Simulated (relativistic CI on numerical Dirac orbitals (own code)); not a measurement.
W4+: 4d photoemission

Computed with this model: Dirac-Coulomb-Breit CI, KLI orbitals optimised for each configuration, a model potential for QED, multiplet model of photoemission in the sudden approximation, unscaled Slater integrals; configurations [Xe] 4f14 5d2 → [Kr] 4d9 4f14 5s2 5p6 5d2; 80 K; Lorentzian 3.5 eV and Gaussian 0.6 eV FWHM. Energies are those of the free ion, without screening or charge transfer. The energies are binding energies and can lie tens of eV above those of solids. S is read from ⟨S²⟩ = S(S + 1).

Computed curve for free ion, scaled to 100 at the maximum (points under 2 are left out and the grid is thinned):

```tsv
Energy (eV)	Intensity
287.8	2.0
288.6	2.3
289.0	2.4
289.8	2.7
290.6	3.1
291.0	3.3
291.8	3.8
292.6	4.5
293.0	4.9
293.8	5.8
294.2	6.4
295.0	8.0
295.8	10.1
296.2	11.5
297.0	15.3
297.8	21.4
298.2	25.7
299.0	38.6
299.8	59.7
300.2	73.3
301.0	96.9
301.8	95.0
302.2	84.3
303.0	59.2
303.4	48.8
304.2	33.8
305.0	24.6
305.4	21.5
306.2	17.3
307.0	14.9
307.4	14.0
308.2	12.9
309.0	13.0
309.4	13.4
310.2	15.6
311.0	19.9
311.4	23.3
312.2	33.7
312.6	40.9
313.4	55.6
314.2	58.6
314.6	54.0
315.4	41.1
316.2	30.7
316.6	27.1
317.4	22.2
318.2	18.6
318.6	16.5
319.4	12.3
320.2	9.1
320.6	7.9
321.4	6.1
321.8	5.4
322.6	4.4
323.4	3.6
323.8	3.3
324.6	2.8
325.4	2.5
325.8	2.3
326.6	2.0
```

The ground state has S = 0.96, and the centroid lies at 306.62 eV.
